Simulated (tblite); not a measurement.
Species: C6H9NO2 (charge -1 and doublet state).
Cartesian coordinates in Å at the GFN2-xTB level; atoms count from 1:
```xyz
18
C6H9NO2 angstrom
N     -1.564    1.215   -0.139
C     -2.100    0.054    0.286
O     -2.997   -0.046    1.118
C     -1.470   -1.139   -0.411
C      0.065   -1.118   -0.238
C      0.691    0.083   -0.895
C      1.841    0.742   -0.424
C      2.437    0.650    0.834
O      3.445    1.292    1.220
H     -0.534    1.047   -0.486
H     -1.767    2.028    0.428
H     -1.894   -2.056    0.003
H     -1.707   -1.094   -1.478
H      0.298   -1.123    0.829
H      0.461   -2.051   -0.665
H      0.522    0.129   -1.970
H      2.288    1.465   -1.099
H      1.975   -0.070    1.546
```

Method: GFN2-xTB as coded in tblite; computed harmonic values from a numerical Hessian at the method's own geometry, unscaled. Against measured fundamentals such values can be off by several per cent, at times by over 20. One conformer, not necessarily the lowest. Open shells enter through the occupations alone, without spin polarisation, and single modes of such species can be off by tens of per cent.

Harmonic wavenumbers (cm⁻¹): 43.0, 98.6, 150.4, 153.8, 212.6, 243.4, 281.2, 362.1, 399.0, 449.1, 509.2, 612.9, 640.4, 689.6, 712.7, 771.1, 815.4, 883.0, 889.2, 938.3, 960.3, 1020.3, 1037.5, 1101.1, 1156.8, 1173.3, 1191.0, 1232.8, 1257.5, 1286.2, 1311.4, 1360.4, 1393.7, 1399.2, 1460.9, 1469.5, 1485.2, 1629.6, 1707.8, 1947.4, 2654.9, 2839.4, 2943.5, 2957.6, 2976.5, 2988.3, 3011.7, 3408.1.

A = 3267, B = 764.2, C = 714.0 MHz; mass 127.063 u (most abundant isotopes); point group C1, symmetry number 1; spin multiplicity 2.

Question: What is the zero-point energy?

Answer: ½Σν̃ = 30108 cm⁻¹ = 86.08 kcal/mol.

Question: Give the ideal-gas entropy at 200 K and 1 bar in the rigid-rotor, harmonic-oscillator model (classical rotation).

Answer: Translation 38.47, rotation 28.39, vibration 16.42, spin (R ln 2) 1.38: S = 84.7 cal/(mol K).

Question: And Cp and H(200 K) − H(0)?

Answer: Cp = 26.74 cal/(mol K), of which vibrations give 18.79 (their classical limit is 48 R = 95.4); H(200 K) − H(0) = 3.42 kcal/mol without the zero-point energy, 1.83 from vibrations.

Question: Blend soft modes into free rotors: weight 1/[1 + (100 cm⁻¹/ν̃)⁴] for the oscillator and the rest for a rotor with moment μB/(μ + B), μ = h/(8π²ν), B = 10⁻⁴⁴ kg m². What vibrational entropy results?

Answer: 15.39 cal/(mol K) in place of 16.42, which changes −T·S at 200 K by +0.21 kcal/mol.

Question: What must be added to the electronic energy to get the Gibbs energy at 200 K and 1 bar?

Answer: ZPE + [H(200 K) − H(0)] − T·S = 86.08 + 3.42 − 16.93 = 72.57 kcal/mol.

Question: Which modes carry the vibrational entropy at 200 K?

Answer: 43.0 cm⁻¹: 4.33; 98.6 cm⁻¹: 2.71; 150.4 cm⁻¹: 1.92; 153.8 cm⁻¹: 1.88; 212.6 cm⁻¹: 1.33; 243.4 cm⁻¹: 1.11 cal/(mol K); the other 42 give 3.13 together.

Hindered rotation and anharmonicity are outside this model. Other conformers, if any are populated, would add a mixing term that is left out. The structure is chiral; the term R ln 2 for an equal mix with its mirror image is left out.

Hardware: one thread, Arm Neoverse V1 (aarch64), no GPU, on a shared host. Cost: 0.62 s. The figure is for the frequency step alone.
